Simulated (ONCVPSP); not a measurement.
## Before and after: ONCV potential for W

```
Element                 : tungsten
Generator               : ONCVPSP 4.0.1
Type                    : optimised norm-conserving Vanderbilt (ONCV)
Functional              : LDA (Perdew-Wang 92)
Relativity              : fully relativistic
Frozen core             : [Kr] 4d10 4f14
Valence charge          : 14
Reference configuration : 5s2 5p6 5d5 6s1
Partial waves           : 5s+6s: rc 1.90 bohr, ncon 3, nbas 8, qcut 6.3 1/bohr, 2 projectors; 5p: rc 1.40 bohr, ncon 4, nbas 9, qcut 4.9 1/bohr, 2 projectors, debl 2.3 Ha; 5d: rc 2.85 bohr, ncon 4, nbas 9, qcut 6.5 1/bohr, 2 projectors, debl 1 Ha
Local potential         : polynomial inside 1.15 bohr (lpopt 5, dvloc0 0 Ha)
Core correction         : Teter function, fcfact 2.25, rcfact 1.55
```

Open shells are filled in proportion to 2j + 1.

All-electron outer shells of the reference configuration (LDA (PZ), scalar-relativistic, ld1.x):

```json
{"shell": "5s", "level (eV)": "-77.38", "outermost node (bohr)": "0.53", "outermost maximum (bohr)": "0.96"}
{"shell": "5p", "level (eV)": "-41.59", "outermost node (bohr)": "0.57", "outermost maximum (bohr)": "1.09"}
{"shell": "4f", "level (eV)": "-31.52", "outermost node (bohr)": "–", "outermost maximum (bohr)": "0.43"}
{"shell": "6s", "level (eV)": "-5.37", "outermost node (bohr)": "1.28", "outermost maximum (bohr)": "2.71"}
{"shell": "5d", "level (eV)": "-3.52", "outermost node (bohr)": "0.63", "outermost maximum (bohr)": "1.52"}
```

Change: d: ncon 5, nbas 10.

Cutoffs: the cutoffs (Ha) at which the residual kinetic energy of the hardest occupied pseudo-wave falls to 1 and 0.1 mHa per electron; they do not see the model core or the augmentation charge, which bear on the density cutoff. Errors are all-electron minus pseudo energies relative to the spin-unpolarised reference configuration.

Problem. What does the change do?

Solution. The potential gets neither clearly harder nor softer (104 Ha and 139 Ha → 104 Ha and 139 Ha); of the 4 tests that both files solve, the error grows in 1 and shrinks in 2 by more than 15 % and 0.3 meV (median size 0.7 → 0.5 meV); neither file shows a bound ghost.

```csv
quantity,base,changed
"cutoff, loose",104 Ha,104 Ha
"cutoff, tight",139 Ha,139 Ha
loose cutoff by channel,"s 12 Ha, p 104 Ha, d 12 Ha","s 12 Ha, p 104 Ha, d 12 Ha"
bound ghosts,none,none
GHOST(+) flags under 300 eV,s at 63.5 eV,s at 63.5 eV
"error for 5s2 5p6 5d4 6s2, meV [ΔE -1.54 eV]",-0.1,-1.7
"error for 5s2 5p6 5d4 6s1, meV [ΔE 7.59 eV]",+1.5,+0.5
"error for 5s2 5p6 5d4 6s0, meV [ΔE 23.61 eV]",+0.6,+0.2
"error for 5s2 5p6 5d4 6s1.5, meV [ΔE 2.21 eV]",+0.7,-0.5
s: phases at 1.93 bohr within 0.05 rad from the reference energy up to (Ha; the scan ends near 5),2.0,2.0
p3/2: phases at 1.42 bohr within 0.05 rad from the reference energy up to (Ha; the scan ends near 5),to the end of the scan,to the end of the scan
p1/2: phases at 1.42 bohr within 0.05 rad from the reference energy up to (Ha; the scan ends near 5),to the end of the scan,to the end of the scan
d5/2: phases at 2.90 bohr within 0.05 rad from the reference energy up to (Ha; the scan ends near 5),4.1,4.2
d3/2: phases at 2.90 bohr within 0.05 rad from the reference energy up to (Ha; the scan ends near 5),3.9,4.0
"rms error of d²Exc/dni dnj with the model core, mHa",4.73,4.73
```
